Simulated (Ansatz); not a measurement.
A structure relaxed at PBE0-D4/def2-TZVP, charge 0, multiplicity 1:

Cartesian coordinates in Å:
```
N 0.028 -0.450 3.154
Zn 0.061 -0.136 1.369
N 0.028 0.096 -0.414
C -0.669 -0.584 -1.543
Si 0.440 0.829 -1.886
H 0.887 -0.762 3.584
H -0.375 0.266 3.741
H -1.752 -0.465 -1.584
H -0.353 -1.605 -1.760
H -0.092 2.175 -2.212
H 1.798 0.635 -2.450
```

(1) Give its formula and SMILES.

(2) Point group (tolerance 0.08 Å, 0.16 Å for H)?

(3) Summarise the bond lengths by kind.

## Answers

(1) CH6N2SiZn, `[NH2][Zn][N]1C[SiH2]1`.

(2) Cs.

(3) 2 × N–Zn 1.799 to 1.812 Å; 2 × H–N 1.010 Å; 1 × C–N 1.491 Å; 1 × N–Si 1.696 Å; 1 × C–Si 1.828 Å; 2 × C–H 1.091 Å; 2 × H–Si 1.484 Å.

Results of the Gaussian-basis code of Ansatz.
